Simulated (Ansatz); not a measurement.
`BC(C)(C)C` + `[OH][Al]([F])[Cl]` → `C[O][Al]([F])[Cl]` + `BC(C)C` at 700 K and 1 bar (substitution at a C–C bond).

Computed with Ansatz on PBE0-D4/def2-TZVP structures; ΔE is electronic, products minus reactants. CCSD(T)/CBS is the MP2 limit (def2-TZVPP, def2-QZVPP) plus CCSD(T) − MP2 in def2-TZVPP, frozen cores. This one scheme is used for every species. One conformer a species, not always the lowest.

```
            species  CCSD(T)/CBS energy (Eh)  H − E (kJ/mol)  S (J/(mol·K))
        `BC(C)(C)C`               -183.61206           464.1          480.0
`[OH][Al]([F])[Cl]`               -877.57483            98.6          384.5
`C[O][Al]([F])[Cl]`               -916.81237           189.6          453.4
           `BC(C)C`               -144.34943           372.3          424.3
```

H − E and S are ideal-gas, rigid-rotor, harmonic terms from PBE0-D4/def2-TZVP, for one conformer and one mirror image of each species. 1 Eh = 2625.50 kJ/mol, R = 8.31446 J/(mol·K).

Question: By hand: ΔE, ΔH, ΔS and ΔG.

Answer: ΔE = (-916.81237) + (-144.34943) − (-183.61206) − (-877.57483) = 0.02509 Eh = 65.9 kJ/mol. Δ(H − E) = 189.6 + 372.3 − 464.1 − 98.6 = -0.8, so ΔH = 65.1 kJ/mol. ΔS = 453.4 + 424.3 − 480.0 − 384.5 = 13.2 J/(mol·K). ΔG = 65.1 − 700 × (13.2)/1000 = 55.9 kJ/mol.

Question: By hand: the equilibrium constant, and the temperature at which ΔG would vanish if ΔH and ΔS stayed fixed.

Answer: log₁₀ K = −ΔG/(RT ln 10) = -4.2. ΔG = 0 at ΔH/ΔS = 4932 K, far beyond where these terms or the molecules hold.

The number of gas molecules stays the same, so ΔS is small and ΔH decides. A doubt of 5 kJ/mol in ΔE shifts log₁₀ K by 0.4 here. Other conformers and mirror images would add mixing entropy, several J/(mol·K) or more a flexible species. These are equilibria of isolated gas molecules and say nothing of rates. Largest T1 diagnostic: 0.011 (customary marks: 0.02 for closed shells, 0.045 for open ones).
